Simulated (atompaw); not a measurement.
What one change does to a pseudopotential (indium, PAW (atompaw))

* Element: In (Z = 49)
* Generator: atompaw 4.2.0.5
* Type: PAW
* Functional: LDA (PW92)
* Relativity: scalar-relativistic
* Frozen core: [Kr] 4d10
* Valence charge: 3
* Reference configuration: 5s1 5p2
* Partial waves: 5s (bound): rc 2.60 bohr; 5s channel at 0.6 Ry: rc 2.60 bohr; 5p (bound): rc 2.60 bohr; 5p channel at 0.35 Ry: rc 2.50 bohr; 5d channel at 0.3 Ry: rc 2.60 bohr; 5d channel at 0.9 Ry: rc 2.60 bohr
* Local potential: bessel scheme, radius 2.30 bohr
* Core correction: smooth core density matched at 2.45 bohr
* Augmentation charge: sinc compensation charge, radius 2.20 bohr; PAW radius 2.60 bohr; waves and projectors: custom rrkj gramschmidtortho

All-electron outer shells of the reference configuration (LDA (PW92), scalar-relativistic, ld1.x):

```json
{"shell": "4p", "level (eV)": "-79.71", "outermost node (bohr)": "0.42", "outermost maximum (bohr)": "0.82"}
{"shell": "4d", "level (eV)": "-20.32", "outermost node (bohr)": "0.40", "outermost maximum (bohr)": "0.94"}
{"shell": "5s", "level (eV)": "-9.48", "outermost node (bohr)": "1.02", "outermost maximum (bohr)": "2.11"}
{"shell": "5p", "level (eV)": "-3.39", "outermost node (bohr)": "1.14", "outermost maximum (bohr)": "2.74"}
```

Change: local potential bessel scheme, radius 1.70 bohr.

Cutoffs: the cutoffs (Ry, on a coarse ladder) from which the occupation-weighted sum of valence levels, in a spherical-Bessel basis at the reference potential, stays within 10 and 1 mRy of its value at 400 Ry; they do not see the model core or the augmentation charge, which bear on the density cutoff.

**Question.** What does the change do?

**Answer.** Both files are so soft that the ladder of cutoffs tells neither apart; both files keep a bound ghost (d).

```tsv
quantity	base	changed
cutoff, loose	6 Ry	6 Ry
cutoff, tight	6 Ry	6 Ry
bound ghosts	d	d
s: phases at 2.61 bohr within 0.05 rad from the reference energy up to (Ry; the scan ends near 5)	3.3	2.9
p: phases at 2.61 bohr within 0.05 rad from the reference energy up to (Ry; the scan ends near 5)	4.3	3.8
d: phases at 2.61 bohr within 0.05 rad from the reference energy up to (Ry; the scan ends near 5)	4.3	to the end of the scan
lowest overlap eigenvalue by channel	s 0.38, p 0.84, d 0.86	s 0.35, p 0.84, d 0.85
```

 A true bound ghost makes a file unfit for plane-wave use even where its test errors are small: the radial tests pick states by their node count and pass the ghost by. The cutoffs see the waves, projectors and local potential, not the compensation charge or the core.
